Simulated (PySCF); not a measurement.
CH10N2Si2, SMILES NC[SiH2]N[SiH3].

Geometry optimised at B3LYP-D3(BJ)/def2-SVP. The structure was generated by enumeration, and PubChem lists no compound with its InChIKey, so it may never have been made. Other conformers were not sampled.

Method: HF/def2-TZVP (PySCF).

Computed frontier levels, gap, dipole moment and polarisability:
* **highest occupied level**: -10.32 eV
* **lowest empty level**: 3.18 eV
* **orbital gap**: 13.50 eV
* **dipole moment**: 2.43 D
* **quadrupole, principal values (traceless, Buckingham form, about the centre of nuclear charge)**: -3.74, -2.07, 5.81 D·Å
* **mean static polarisability**: 74.1 bohr³ (10.98 Å³)
* **polarisability, principal values**: 67.3, 72.3, 82.8 bohr³
